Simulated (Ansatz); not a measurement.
Ansatz (an electronic-structure program) input (r2SCAN0/def2-TZVPD):

Ansatz 0.2 input:
```yaml
crystal:
  periodic: [false, false, false]
  atoms:
    - {symbol: Si, position_ang: [0.22769861, 0.02477791, -0.06081064]}
    - {symbol: Br, position_ang: [0.34462455, -0.52262403, 2.03546786]}
    - {symbol: Br, position_ang: [-0.45845480, -1.54757202, -1.38919812]}
    - {symbol: Br, position_ang: [-0.59479186, 1.99308459, -0.45702062]}
    - {symbol: N, position_ang: [2.05463208, 0.22358277, -0.54872309]}
    - {symbol: H, position_ang: [2.57229065, -0.64842306, -0.40913584]}
    - {symbol: H, position_ang: [2.51078508, 0.94886888, 0.01139622]}
    - {symbol: H, position_ang: [2.14849291, 0.48648539, -1.53356902]}
basis:
  gaussian:
    orbitals: def2-TZVPD
hamiltonian:
  xc: {name: r2SCAN0}
total_charge: 1
output: {forces: true}
```

Output:

```
Functional definition: r2SCAN0
integrals: 0.42 GiB planned
2044 factors; their error is unknown
0.37 GiB of the device are held for the grids
2.16 GiB of device memory are held for the factors and their scratch space
mean field: 2.11 GiB planned
mean field evaluation 1: about -219544.4104 eV, gradient 5.7e1 eV
mean field evaluation 2: about -219541.9999 eV, gradient 6.4e1 eV
mean field evaluation 4: about -219550.3023 eV, gradient 4.0e0 eV
mean field evaluation 8: about -219551.2606 eV, gradient 6.7e-1 eV
mean field evaluation 16: about -219551.2609 eV, gradient 8.9e-5 eV
mean field -219551.26087410 eV, -8068.3600199336 hartree, gradient 8.9e-5 eV, S^2 0.000000; 0 other end points of the search recorded, 0 dependent functions left out
the calculation of the forces begins
reference -219551.26088934 eV, -8068.3600204935 hartree; 64, 64 occupied and 214, 214 virtual orbitals, 2044 factors
Total energy: -219551.26088934 eV, -8068.3600204935 hartree
Atom 0 at     0.227699     0.024778    -0.060811 Å, force     0.099865     0.010639    -0.026901 eV/Å
Atom 1 at     0.344625    -0.522624     2.035468 Å, force    -0.026433     0.095311    -0.365321 eV/Å
Atom 2 at    -0.458455    -1.547572    -1.389198 Å, force     0.114108     0.274593     0.234144 eV/Å
Atom 3 at    -0.594792     1.993085    -0.457021 Å, force     0.138046    -0.345157     0.071081 eV/Å
Atom 4 at     2.054632     0.223583    -0.548723 Å, force    -0.087342    -0.009461     0.023370 eV/Å
Atom 5 at     2.572291    -0.648423    -0.409136 Å, force    -0.113611     0.184090    -0.028444 eV/Å
Atom 6 at     2.510785     0.948869     0.011396 Å, force    -0.100704    -0.153948    -0.117427 eV/Å
Atom 7 at     2.148493     0.486485    -1.533569 Å, force    -0.023931    -0.056068     0.209498 eV/Å
Dipole moment:     1.372546     0.149363    -0.366556 e Å
```

It need not be the lowest isomer of its formula.
